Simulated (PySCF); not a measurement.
C4H10BFO (SMILES CCCCB(O)F), singlet, at a GFN2-xTB geometry, atoms displaced at random by about 0.03 Å a coordinate. Base run: B3LYP/STO-3G, gradient (PySCF).

Input for PySCF:
```python
from pyscf import gto, scf, dft

mol = gto.M(
    atom='''
B    -0.47866862    1.30281147    0.98079808
F     0.04216591    2.31591246    0.28275797
O    -1.05009606    1.52850034    2.13280365
H    -0.99712684    2.47487608    2.41731578
C    -0.45215284   -0.26232289    0.33364565
C     0.88392893   -0.53648138   -0.35647513
C     0.94184495   -1.98733249   -0.95684519
C    -0.00419407   -2.13732548   -2.05341247
H    -0.60257259   -0.88689083    1.17932480
H    -1.25214392   -0.28717033   -0.36312763
H     1.01432807    0.17399018   -1.22487915
H     1.70586099   -0.42764131    0.35211354
H     1.86509221   -2.14346718   -1.31698097
H     0.71305563   -2.64440208   -0.11255890
H     0.12934843   -1.43588147   -2.83584605
H    -1.09859324   -2.07610672   -1.75732787
H     0.03300782   -3.14474778   -2.50588999
''',
    basis='sto-3g',
    verbose=4,
)

mf = dft.RKS(mol)
mf.xc = 'b3lyp'
mf.kernel()
g = mf.nuc_grad_method()
grad = g.kernel()
```

The coordinate followed is z of atom 15.

Each row names what was changed in the base input (with any setting that the change needs).

| change | dE/dx (Eh/bohr) | net force (Eh/bohr) |
|---|---|---|
| base | 0.024854 | 0.000287 |
| conv_tol = 1e-6 | 0.024854 | 0.000287 |
| finite difference step (bohr) = 1e-5; conv_tol = 1e-11 | 0.024860 | - |
| conv_tol = 1e-11 | 0.024854 | 0.000287 |
| finite difference step (bohr) = 0.2; conv_tol = 1e-11 | 0.027310 | - |
| finite difference step (bohr) = 1e-3; conv_tol = 1e-11 | 0.024860 | - |
| grids.level = 0; grid_response = off | 0.025582 | 0.013628 |
| finite difference step (bohr) = 1e-4; conv_tol = 1e-11 | 0.024860 | - |
| grids.level = 1; grid_response = off | 0.024864 | 0.000607 |
| grids.level = 0; grid_response = on | 0.027026 | 0.000000 |
| grids.level = 5; grid_response = off | 0.024855 | 0.000015 |
| conv_tol = 1e-4 | 0.024868 | 0.000287 |

The net force is zero for an exact gradient.
